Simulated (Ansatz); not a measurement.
The same path of AlCl$_{2}$H$_{6}$NO$_{2}$Ti (13 atoms, charge 0, multiplicity 1) was run 3 times with different band settings. Lost on the way: O9–H13. Made: O2–H13.

Level of theory: Ansatz, RHF/def2-SVP.

Relaxed end points:

```xyz
13
Properties=species:S:1:pos:R:3
Ti 0.190 -0.308 0.348
O -0.913 0.271 1.555
H -0.857 0.940 2.224
Cl 2.025 0.884 1.002
Cl -0.123 0.582 -1.676
N -1.080 -1.957 -0.137
H -1.929 -1.881 0.404
H -1.357 -1.938 -1.106
O 1.238 -1.922 0.738
Al 0.132 -3.388 0.374
H 0.671 -4.204 -0.870
H -0.304 -4.099 1.720
H 2.121 -1.862 1.078
```

```xyz
13
Properties=species:S:1:pos:R:3
Ti 0.077 -0.846 0.544
O 0.831 0.651 1.939
H 0.235 1.205 2.429
Cl 1.815 -0.153 -0.774
Cl -1.957 0.100 0.995
N -0.682 -2.158 -0.888
H -1.664 -2.030 -1.078
H -0.194 -2.128 -1.769
O 0.395 -2.206 1.413
Al -0.202 -3.642 0.344
H 1.013 -4.475 -0.225
H -1.498 -4.309 0.954
H 1.645 1.109 1.770
```

Common settings: spring 5.0 eV/Å²; optimiser quadratic models (default); start path through a guess of the saddle point; force threshold 0.05 eV/Å; iteration limit 60; end points relaxed.

| run | movable images | climbing image |
| --- | --- | --- |
| 1 | 7 | yes |
| 2 | 1 | no |
| 3 | 8 | no |

Question: What does each run give, and how far can it be trusted?

Answer: Run 1: converged after 25 iterations, highest image 1.476 eV above the first end. Beside the main top the profile has a ripple of under 15 meV (maxima at images 3, 5), which may be a very shallow well or noise. Neighbouring images differ by up to 1.3 eV, so the band resolves the path poorly. A vibrational analysis at the climbing image gives one clearly imaginary mode, 1801i cm⁻¹: a first-order saddle point.
Run 2: converged after 15 iterations, highest image 0.955 eV above the first end. No image climbed, so the highest image needn't sit at the top of the path. A band with more images between the same ends climbed to 1.48 eV, so this one has probably stepped over the top. So few images can step over the top or miss a turn of the path.
Run 3: converged after 20 iterations, highest image 0.946 eV above the first end. No image climbed, so the highest image needn't sit at the top of the path.
The orbitals stay closed-shell, which can raise the energy where a bond breaks towards radicals; this wasn't checked here.
